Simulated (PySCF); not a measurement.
# Exercise with solution: refractive index and permittivity of the vapour

Zr(OH) (HOZr), SMILES [OH][Zr] (connectivity only; charge and spin as stated), neutral, multiplicity 4.

Coordinates come from a B3LYP-D3(BJ)/def2-TZVPD optimisation. The spin state was assumed, not searched. The def2 effective core potentials stand for the cores of Zr; spin–orbit coupling is left out.

B3LYP/def2-TZVPD (PySCF) gives a mean static polarisability of 108.3 bohr³ and a dipole moment of 1.19 D. Take an ideal gas at 298.15 K and 0.1 bar, whether or not the substance is that volatile.

### Question
Work out n − 1 in the optical limit and the static ε − 1.

### Answer

Polarisability volume α' = 108.3 × 0.148185 = 16.05 Å³. Number density N = p/kT = 2.43e-6 Å⁻³.
Dilute limit of Lorentz–Lorenz: n − 1 = 2π N α' = 0.00024.
Orientation term of Debye: μ²/(3kT) = 8.098 Å³ × μ²(D²) = 11.47 Å³.
ε − 1 = 4π N (α' + μ²/3kT) = 0.00084. Orientation of the dipole supplies 42 % of the static response; it can't follow optical fields. Vibrational polarisation and dispersion are left out.
